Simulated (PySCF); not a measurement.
How methods differ on the ionisation energy of Co²⁺

Co²⁺ [Ar] 3d7 (4F) → Co³⁺ [Ar] 3d6 (5D), as a difference of total energies. Computed with PySCF 2.14 in aug-cc-pwCVTZ-DK with one added diffuse shell each of s, p, d, f, g type (11s10p8d5f4g, 152 functions), with the spin-free X2C one-electron Hamiltonian (Gaussian nucleus). Correlated levels: valence: [Ar] frozen; valence and next inner shell: [Ne] frozen; nothing frozen. The calculations carry no spin-orbit coupling.

| method | ionisation energy (eV) |
| --- | --- |
| UHF | 31.195 |
| LDA | 34.377 |
| PBE | 34.141 |
| PBE0 | 33.692 |
| r2SCAN | 33.764 |
| MP2 (valence) | 33.150 |
| SCS-MP2 (valence) | 33.284 |
| MP2 (valence and next inner shell) | 33.600 |
| SCS-MP2 (valence and next inner shell) | 33.561 |
| MP2 (all electrons) | 33.618 |
| SCS-MP2 (all electrons) | 33.567 |

Problem. How much does correlation contribute at MP2 (all electrons)?

Solution. 33.618 − (31.195) = 2.423 eV, measured against UHF.

A first-order spin-orbit estimate (lowest level to lowest level, LS coupling) adds 0.030 eV.

For comparison: 33.5 ± 0.06 eV (semi-empirical (NIST evaluation); NIST Atomic Spectra Database, ionization energies).
